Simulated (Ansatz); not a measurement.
CHOS, charge +1, singlet, at a GFN2-xTB geometry; CCSD/STO-3G run with Ansatz (an electronic-structure program).

Ansatz was given this input:
Ansatz 0.2 input:
```yaml
crystal:
  periodic: [false, false, false]
  atoms:
    - {symbol: O, position_ang: [-0.34180530, 0.10102109, -1.68704513]}
    - {symbol: C, position_ang: [-0.13121664, 0.04098022, -0.58326032]}
    - {symbol: S, position_ang: [0.27585043, -0.09473859, 0.97470948]}
    - {symbol: H, position_ang: [-0.89186473, 0.46176743, 1.40057134]}
basis:
  gaussian:
    orbitals: STO-3G
total_charge: 1
magnetization: {spin_polarized: false}
correlation: {method: ccsd}
```

The log (banner, timings and long lists left out):

```
Functional definition: HF
248 factors; integrals over basis functions are off by at most 2.5e-5 eV
mean field evaluation 1: about -13730.5913 eV, gradient 3.7e1 eV
mean field evaluation 2: about -13730.6297 eV, gradient 3.7e1 eV
mean field evaluation 4: about -13734.7350 eV, gradient 2.2e0 eV
mean field evaluation 8: about -13734.7694 eV, gradient 3.5e-2 eV
mean field evaluation 16: about -13734.6893 eV, gradient 2.2e0 eV
mean field -13734.76562942 eV, -504.7433271226 hartree, gradient 1.3e-6 eV, S^2 0.000000; 0 other end points of the search recorded, 0 dependent functions left out
7 core orbitals not correlated
reference -13734.76562942 eV, -504.7433271226 hartree; 8, 8 occupied and 5, 5 virtual orbitals, 248 factors
second order -4.90247524 eV of doubles, -0.00000000 eV of singles
cycle   1  -4.79741459 eV  change    1.1e-1 eV  update   1.0e-1
cycle   2  -5.06617251 eV  change   -2.7e-1 eV  update   3.2e-2
cycle   3  -5.16178817 eV  change   -9.6e-2 eV  update   1.5e-2
cycle   4  -5.17099642 eV  change   -9.2e-3 eV  update   3.5e-3
cycle   5  -5.17256099 eV  change   -1.6e-3 eV  update   1.2e-3
cycle   6  -5.17260438 eV  change   -4.3e-5 eV  update   3.6e-4
cycle   7  -5.17263814 eV  change   -3.4e-5 eV  update   1.3e-4
cycle   8  -5.17266890 eV  change   -3.1e-5 eV  update   5.0e-5
cycle   9  -5.17265533 eV  change    1.4e-5 eV  update   1.2e-5
Total energy: -13739.93828475 eV, -504.9334186999 hartree
```
